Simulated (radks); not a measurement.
Values are calculated unless marked as measured or tabulated.
Isoelectronic series with 52 electrons, each ion in its NIST ground configuration. Level of theory: Dirac Kohn-Sham, BLYP, spin-unpolarised, spherical densities, finite nucleus; open shells fill j = l - 1/2 first; Fermi nuclear charge, rms radius of each element as measured or else 0.836 A^(1/3) + 0.57 fm (a radial shooting solver on a logarithmic mesh with Libxc functionals). Total energies (hartree) and orbital eigenvalues (eV) (* marks an orbital that is empty in some or all of the ions):

| ion | configuration | E (hartree) | 5p3/2* | 5p1/2* |
|---|---|---|---|---|
| Te | [Kr] 4d10 5s2 5p4 | -6797.27049 | -5.4631 | -6.2566 |
| Cs3+ | [Kr] 4d10 5s2 5p4 | -7788.4747 | -38.6330 | -40.6244 |
| Ce6+ | [Kr] 4d10 5s2 5p4 | -8857.5088 | -85.5361 | -89.2113 |
| Pm9+ | [Kr] 4d10 4f3 5s2 5p1 | -10006.1734 | -135.9585 | -141.3169 |
| Gd12+ | [Kr] 4d10 4f4 5s2 | -11238.2653 | -200.5140 | -208.4585 |
| Ho15+ | [Kr] 4d10 4f4 5s2 | -12554.1164 | -278.6262 | -290.1509 |
| Yb18+ | [Kr] 4d10 4f6 | -13957.3712 | -359.9884 | -375.3228 |
| Ta21+ | [Kr] 4d10 4f6 | -15448.6994 | -458.5630 | -479.3621 |
| Os24+ | [Kr] 4d10 4f6 | -17030.7652 | -567.7700 | -595.3246 |
| Au27+ | [Kr] 4d10 4f6 | -18706.5695 | -687.5588 | -723.3762 |
| Pb30+ | [Kr] 4d10 4f6 | -20479.3498 | -817.9176 | -863.7526 |
